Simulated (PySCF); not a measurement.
## Electron correlation in N⁺ (nitrogen, charge +1)

[He] 2s1 2p3, high-spin 5S determinant (an excited configuration). All numbers are calculated (PySCF 2.14, the spin-free X2C one-electron Hamiltonian (Gaussian nucleus), in aug-cc-pVDZ-DK (4s3p2d, 23 functions)). Frozen: 1s2; 4 electrons correlated.

MP2 pair energies summed by pair of shells (mhartree):

```tsv
pair	energy	share (%)
2p-2p	-15.67	85.6
2s-2p	-2.63	14.4
```

Total MP2 correlation energy: -18.30 mhartree.

Same-spin part -18.30 and opposite-spin part 0.00 mhartree; SCS-MP2 scales them by 1/3 and 6/5 to -6.10 mhartree.
